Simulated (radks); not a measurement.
Values are calculated unless marked as measured or tabulated.
How relativity changes the ionisation of neutral oxygen ([He] 2s2 2p4) to O+ ([He] 2s2 2p3). Spin-unpolarised spherical Kohn-Sham, PBE, point nucleus unless stated (finite: rms radius 2.6991 fm), a radial shooting solver on a logarithmic mesh with Libxc functionals. A level marked "c x" has the speed of light scaled by that factor and shares open shells by 2j + 1; other Dirac levels either fill j = l - 1/2 first or share by 2j + 1.

level,E(O) (hartree),E(O+) (hartree),IE (eV),HOMO,<r> HOMO (bohr)
non-rel.,-74.94519,-74.34108,16.439,2p,1.266
scalar-rel.,-75.00183,-74.39802,16.431,2p,1.266
"scalar-rel., finite nucleus",-75.00182,-74.39801,16.431,2p,1.266
"Dirac, 2j+1 shares",-75.00184,-74.39802,16.431,2p3/2,1.266
"Dirac, low j first",-75.00273,-74.39964,16.411,2p3/2,1.267
"Dirac, 2j+1 shares, finite nucleus",-75.00183,-74.39801,16.431,2p3/2,1.266
"Dirac, c x 1.5",-74.97035,-74.36636,16.435,2p3/2,1.266
"Dirac, c x 3",-74.95148,-74.34740,16.438,2p3/2,1.266
"Dirac, c x 10",-74.94576,-74.34165,16.439,2p3/2,1.266

NIST Atomic Spectra Database: 13.618 eV (measured). The relativistic part of the total energy of O is -0.05663 hartree (Dirac, 2j+1 shares, finite nucleus), 0.076 % of the non-relativistic value. Spin polarisation and multiplet splitting of open shells are left out at every level.

Beside tabulated values, note that spin-unpolarised runs miss the spin-polarisation part of the exchange energy of open shells.
